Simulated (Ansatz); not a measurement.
Reaction (redistribution): `[NH2][Ge]([OH])([F])[Cl]` + `CO[Si](N)(O)[SiH3]` → `C[O][Ge]([OH])([F])[Cl]` + `N[Si](N)(O)[SiH3]`

Gas-phase electronic energies from Ansatz, PBE0-D4/def2-TZVP geometries. CCSD(T)/CBS is the MP2 limit (def2-TZVPP, def2-QZVPP) plus CCSD(T) − MP2 in def2-TZVPP, frozen cores. Functionals use def2-TZVPP. B3LYP here is the variant with VWN-RPA as its local correlation; programs differ in this. For Ge outer-core shells are correlated without core-valence functions, which leaves a few kJ/mol of doubt a bond. Scalar relativity is left out up to krypton. One conformer a species, not always the lowest.

`[NH2][Ge]([OH])([F])[Cl]`:

Cartesian coordinates in Å:
```
N -0.877 -0.630 -0.986
Ge 0.014 0.300 0.259
O 1.642 0.555 -0.315
F -0.822 1.791 0.454
Cl 0.116 -0.501 2.245
H -0.467 -1.519 -1.234
H -1.867 -0.731 -0.820
H 2.261 0.737 0.397
```

`CO[Si](N)(O)[SiH3]`:

```xyz
15

C     2.046    0.125   -0.840
O     0.983    0.928   -0.384
Si   -0.279    0.370    0.504
N    -1.282    1.747    0.617
O     0.134   -0.143    2.010
Si   -1.218   -1.544   -0.474
H     2.717    0.752   -1.430
H     1.691   -0.693   -1.478
H     2.610   -0.305   -0.007
H    -1.286    2.421   -0.132
H    -2.169    1.707    1.091
H     0.397    0.544    2.628
H    -2.490   -1.899    0.217
H    -1.537   -1.281   -1.906
H    -0.317   -2.729   -0.417
```

`C[O][Ge]([OH])([F])[Cl]`:

Cartesian coordinates in Å:
```
C -0.040 -0.059 1.655
O 0.665 -0.123 0.424
Ge -0.164 0.116 -1.089
O 0.971 -0.113 -2.386
F -1.439 -1.035 -1.197
Cl -1.083 2.010 -1.261
H -0.488 0.927 1.809
H -0.822 -0.822 1.710
H 0.686 -0.240 2.449
H 1.715 -0.660 -2.115
```

`N[Si](N)(O)[SiH3]`:

Cartesian coordinates in Å:
```
N -0.221 1.624 -0.880
Si -0.216 0.289 0.204
N 1.070 0.638 1.273
O -1.746 0.177 0.815
Si 0.155 -1.853 -0.672
H 0.645 1.924 -1.298
H -0.989 1.730 -1.523
H 1.437 -0.057 1.902
H 1.228 1.574 1.611
H -2.111 0.975 1.204
H 0.376 -2.863 0.403
H -0.996 -2.307 -1.500
H 1.368 -1.851 -1.539
```

```json
{"level": "B3LYP-D4", "ΔE (kcal/mol)": "7.6", "difference from CCSD(T)/CBS": "0.3"}
{"level": "ωB97X-V", "ΔE (kcal/mol)": "7.2", "difference from CCSD(T)/CBS": "-0.1"}
{"level": "ωB97M-V", "ΔE (kcal/mol)": "7.5", "difference from CCSD(T)/CBS": "0.2"}
{"level": "PBE", "ΔE (kcal/mol)": "7.1", "difference from CCSD(T)/CBS": "-0.2"}
{"level": "r2SCAN", "ΔE (kcal/mol)": "7.5", "difference from CCSD(T)/CBS": "0.2"}
{"level": "B3LYP", "ΔE (kcal/mol)": "7.4", "difference from CCSD(T)/CBS": "0.1"}
{"level": "HF/def2-TZVPP", "ΔE (kcal/mol)": "7.6", "difference from CCSD(T)/CBS": "0.3"}
{"level": "CCSD(T)/def2-TZVPP", "ΔE (kcal/mol)": "7.0", "difference from CCSD(T)/CBS": "-0.3"}
{"level": "MP2/def2-QZVPP", "ΔE (kcal/mol)": "7.1", "difference from CCSD(T)/CBS": "-0.2"}
{"level": "HF/CBS(def2)", "ΔE (kcal/mol)": "7.5", "difference from CCSD(T)/CBS": "0.2"}
{"level": "CCSD(T)/CBS", "ΔE (kcal/mol)": "7.3", "difference from CCSD(T)/CBS": "0"}
```

Largest T1 diagnostic among the species: 0.012.

CCSD(T)/CBS has its own doubt, a few kJ/mol and more with outer-core shells, so smaller differences from it don't rank the levels.
